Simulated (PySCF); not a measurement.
C2H4Cl2Si2, SMILES C([Si](Cl)([SiH3])Cl)#C.

Geometry optimised at B3LYP-D3(BJ)/def2-SVP. This is a generated structure with no PubChem entry under its InChIKey; it may be hypothetical.

Method: B3LYP-D3(BJ)/def2-SVP run with PySCF 2.14.0.

Frequencies are harmonic and unscaled.

```json
[
 {"mode": "1", "ν (cm⁻¹)": "82", "IR (km/mol)": "0.5", "Raman (Å⁴/amu)": "6.2", "depolarisation": "0.75", "moving atoms (share of kinetic energy)": "C 37 %, Si 31 %, H 17 %, Cl 16 %"},
 {"mode": "2", "ν (cm⁻¹)": "96", "IR (km/mol)": "0.9", "Raman (Å⁴/amu)": "4.1", "depolarisation": "0.75", "moving atoms (share of kinetic energy)": "Cl 52 %, Si 23 %, C 13 %, H 11 %"},
 {"mode": "3", "ν (cm⁻¹)": "111", "IR (km/mol)": "0.0", "Raman (Å⁴/amu)": "4.3", "depolarisation": "0.75", "moving atoms (share of kinetic energy)": "H 45 %, C 22 %, Cl 20 %, Si 14 %"},
 {"mode": "4", "ν (cm⁻¹)": "119", "IR (km/mol)": "0.0", "Raman (Å⁴/amu)": "2.3", "depolarisation": "0.75", "moving atoms (share of kinetic energy)": "H 69 %, Cl 17 %, C 8 %"},
 {"mode": "5", "ν (cm⁻¹)": "155", "IR (km/mol)": "4.8", "Raman (Å⁴/amu)": "4.9", "depolarisation": "0.73", "moving atoms (share of kinetic energy)": "Si 37 %, Cl 34 %, C 20 %, H 9 %"},
 {"mode": "6", "ν (cm⁻¹)": "178", "IR (km/mol)": "4.9", "Raman (Å⁴/amu)": "2.9", "depolarisation": "0.75", "moving atoms (share of kinetic energy)": "Cl 68 %, Si 17 %, C 12 %"},
 {"mode": "7", "ν (cm⁻¹)": "319", "IR (km/mol)": "35.1", "Raman (Å⁴/amu)": "5.4", "depolarisation": "0.34", "moving atoms (share of kinetic energy)": "C 63 %, Si 23 %, H 11 %"},
 {"mode": "8", "ν (cm⁻¹)": "336", "IR (km/mol)": "16.8", "Raman (Å⁴/amu)": "2.2", "depolarisation": "0.75", "moving atoms (share of kinetic energy)": "C 77 %, Cl 13 %, H 9 %"},
 {"mode": "9", "ν (cm⁻¹)": "384", "IR (km/mol)": "2.8", "Raman (Å⁴/amu)": "16.4", "depolarisation": "0.02", "moving atoms (share of kinetic energy)": "Cl 46 %, C 25 %, Si 25 %"},
 {"mode": "10", "ν (cm⁻¹)": "510", "IR (km/mol)": "46.9", "Raman (Å⁴/amu)": "12.2", "depolarisation": "0.75", "moving atoms (share of kinetic energy)": "H 72 %, Si 15 %, Cl 13 %"},
 {"mode": "11", "ν (cm⁻¹)": "518", "IR (km/mol)": "26.3", "Raman (Å⁴/amu)": "9.0", "depolarisation": "0.74", "moving atoms (share of kinetic energy)": "H 74 %, Si 16 %"},
 {"mode": "12", "ν (cm⁻¹)": "567", "IR (km/mol)": "123.7", "Raman (Å⁴/amu)": "5.6", "depolarisation": "0.75", "moving atoms (share of kinetic energy)": "Si 68 %, Cl 15 %, H 11 %"},
 {"mode": "13", "ν (cm⁻¹)": "598", "IR (km/mol)": "105.2", "Raman (Å⁴/amu)": "3.0", "depolarisation": "0.75", "moving atoms (share of kinetic energy)": "Si 63 %, Cl 23 %, H 13 %"},
 {"mode": "14", "ν (cm⁻¹)": "678", "IR (km/mol)": "122.6", "Raman (Å⁴/amu)": "0.5", "depolarisation": "0.32", "moving atoms (share of kinetic energy)": "Si 57 %, C 37 %"},
 {"mode": "15", "ν (cm⁻¹)": "749", "IR (km/mol)": "26.0", "Raman (Å⁴/amu)": "1.6", "depolarisation": "0.74", "moving atoms (share of kinetic energy)": "H 75 %, C 25 %"},
 {"mode": "16", "ν (cm⁻¹)": "755", "IR (km/mol)": "27.0", "Raman (Å⁴/amu)": "1.3", "depolarisation": "0.75", "moving atoms (share of kinetic energy)": "H 75 %, C 25 %"},
 {"mode": "17", "ν (cm⁻¹)": "874", "IR (km/mol)": "227.1", "Raman (Å⁴/amu)": "3.7", "depolarisation": "0.62", "moving atoms (share of kinetic energy)": "H 88 %, Si 11 %"},
 {"mode": "18", "ν (cm⁻¹)": "938", "IR (km/mol)": "44.6", "Raman (Å⁴/amu)": "23.2", "depolarisation": "0.75", "moving atoms (share of kinetic energy)": "H 97 %"},
 {"mode": "19", "ν (cm⁻¹)": "939", "IR (km/mol)": "46.4", "Raman (Å⁴/amu)": "20.7", "depolarisation": "0.75", "moving atoms (share of kinetic energy)": "H 97 %"},
 {"mode": "20", "ν (cm⁻¹)": "2150", "IR (km/mol)": "70.0", "Raman (Å⁴/amu)": "198.8", "depolarisation": "0.26", "moving atoms (share of kinetic energy)": "C 90 %, H 10 %"},
 {"mode": "21", "ν (cm⁻¹)": "2221", "IR (km/mol)": "48.3", "Raman (Å⁴/amu)": "242.4", "depolarisation": "0.01", "moving atoms (share of kinetic energy)": "H 99 %"},
 {"mode": "22", "ν (cm⁻¹)": "2234", "IR (km/mol)": "77.7", "Raman (Å⁴/amu)": "109.2", "depolarisation": "0.75", "moving atoms (share of kinetic energy)": "H 96 %"},
 {"mode": "23", "ν (cm⁻¹)": "2238", "IR (km/mol)": "73.7", "Raman (Å⁴/amu)": "131.9", "depolarisation": "0.69", "moving atoms (share of kinetic energy)": "H 96 %"},
 {"mode": "24", "ν (cm⁻¹)": "3454", "IR (km/mol)": "57.0", "Raman (Å⁴/amu)": "50.2", "depolarisation": "0.27", "moving atoms (share of kinetic energy)": "H 86 %, C 14 %"}
]
```
